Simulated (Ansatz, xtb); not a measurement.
**Relative energy of two isomers of C4H8GeO**

Structure X is `C=C[C@@H]1O[C@@H]1[GeH3]`, a singlet and structure Y is `C=C[C@@]1([GeH3])CO1`, a singlet. Both are isolated molecules in the gas phase, relaxed with B3LYP-D3(BJ)/def2-SVP; each stands in its lowest conformer found.

X (Å):

```yaml
atoms:
  - { symbol: C, position_ang: [-0.0370, 2.4235, 2.7778] }
  - { symbol: C, position_ang: [-0.4511, 2.0380, 1.5672] }
  - { symbol: C, position_ang: [0.2935, 1.0862, 0.7135] }
  - { symbol: C, position_ang: [-0.3627, 0.0784, -0.1588] }
  - { symbol: Ge, position_ang: [-2.3077, -0.1652, -0.3650] }
  - { symbol: O, position_ang: [0.2124, 1.2686, -0.6991] }
  - { symbol: H, position_ang: [-0.6205, 3.1175, 3.3875] }
  - { symbol: H, position_ang: [0.9026, 2.0566, 3.2034] }
  - { symbol: H, position_ang: [-1.3857, 2.4250, 1.1498] }
  - { symbol: H, position_ang: [1.2998, 0.8321, 1.0777] }
  - { symbol: H, position_ang: [0.2296, -0.8297, -0.3574] }
  - { symbol: H, position_ang: [-3.0586, 1.1464, -0.0797] }
  - { symbol: H, position_ang: [-2.5833, -0.6035, -1.8170] }
  - { symbol: H, position_ang: [-2.7908, -1.2694, 0.5988] }
```

Y (Å):

```tsv
atom	x (Å)	y (Å)	z (Å)
C	1.1665	3.5494	-1.1195
C	0.7289	2.3315	-1.4527
C	-0.3860	1.6350	-0.7542
C	-0.1587	1.0266	0.5792
Ge	-1.8566	0.9388	-1.8821
O	-0.8551	2.2544	0.4516
H	1.9837	4.0291	-1.6634
H	0.7106	4.0921	-0.2872
H	1.1744	1.7888	-2.2949
H	-2.6289	2.1271	-2.4840
H	-2.7881	0.0977	-0.9884
H	-1.2888	0.0639	-3.0206
H	-0.7575	0.1657	0.9062
H	0.8454	1.1004	1.0168
```

Quicker runs give these differences E(Y) − E(X): GFN2-xTB +0.036 eV; HF/STO-3G +0.053 eV (at GFN2-xTB geometries); r2SCAN-D4/def2-SVP −0.058 eV (at GFN2-xTB geometries).

Which of the two would you expect CCSD(T)/def2-SVP + ΔMP2/def2-TZVPP electronic energies to favour?

Too close to call at this level: CCSD(T)/def2-SVP + ΔMP2/def2-TZVPP gives E(Y) − E(X) = −0.035 eV.

Level by level:

| level | geometry | E(Y) − E(X) (eV) | departure from the last row (eV) | job, with rough time for the two |
| --- | --- | --- | --- | --- |
| GFN2-xTB | GFN2-xTB | +0.036 | +0.071 | optimisation, 1.3 s |
| HF/STO-3G | GFN2-xTB | +0.053 | +0.087 | single point, 5.9 s |
| r2SCAN-D4/def2-SVP | GFN2-xTB | −0.058 | −0.024 | single point, 22 s |
| B3LYP-D3(BJ)/def2-SVP | B3LYP-D3(BJ)/def2-SVP | −0.025 | +0.010 | optimisation, 6.2 min |
| HF/def2-SVP | B3LYP-D3(BJ)/def2-SVP | −0.013 | +0.022 | part of the CCSD(T) run |
| MP2/def2-SVP | B3LYP-D3(BJ)/def2-SVP | −0.092 | −0.057 | part of the CCSD(T) run |
| CCSD(T)/def2-SVP | B3LYP-D3(BJ)/def2-SVP | −0.072 | −0.038 | single point |
| CCSD(T)/def2-SVP + ΔMP2/def2-TZVPP | B3LYP-D3(BJ)/def2-SVP | −0.035 |  | single point, 3.9 min |

As drawn, both hold the same kinds of bond in the same numbers.

The largest departure from CCSD(T)/def2-SVP + ΔMP2/def2-TZVPP is that of HF/STO-3G, 0.087 eV. The last row adds to CCSD(T) the change of the MP2 difference between the two basis sets, here +0.038 eV.

With thermal terms from frequencies at re-optimised GFN2-xTB minima (ideal gas, soft modes damped towards free rotors, one conformer each, 298.15 K, 1 atm): on the last row, ΔE + ΔZPE = −0.047, ΔH = −0.039, ΔG = −0.056 eV.

The correlated steps freeze 14 core orbitals; the filled d shell of Ge is correlated, in a basis made for valence electrons. Programs: Ansatz 0.2.0, xtb 6.7.1; the last row on 2 threads of Intel(R) Xeon(R) Processor @ 2.50GHz (Skylake/Cascade Lake) on a shared host.
